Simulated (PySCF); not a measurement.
How methods differ on the excitation energy of Mg

Mg [Ne] 3s2 (1S) → Mg [Ne] 3s1 3p1 (3P), as a difference of total energies. Computed with PySCF 2.14 in dyall-av2z (14s10p4d, 64 functions), with the non-relativistic Hamiltonian (point nucleus). Correlated levels: valence: [Ne] frozen; virtual orbitals above 40 to 60 times the deepest correlated orbital energy dropped. The calculations carry no spin-orbit coupling.

```tsv
method	excitation energy (eV)
UHF	1.801
MP2 (valence)	2.359
SCS-MP2 (valence)	2.522
CCSD (valence)	2.599
```

**Question.** How much does correlation contribute at MP2 (valence)?

**Answer.** 2.359 − (1.801) = 0.558 eV, measured against UHF.

Errors of the correlated levels include the incompleteness of this basis and the frozen core.

With two correlated electrons CCSD is exact in that space.

For comparison: 2.714 eV (measured; NIST levels, between the centres of gravity of the two terms).
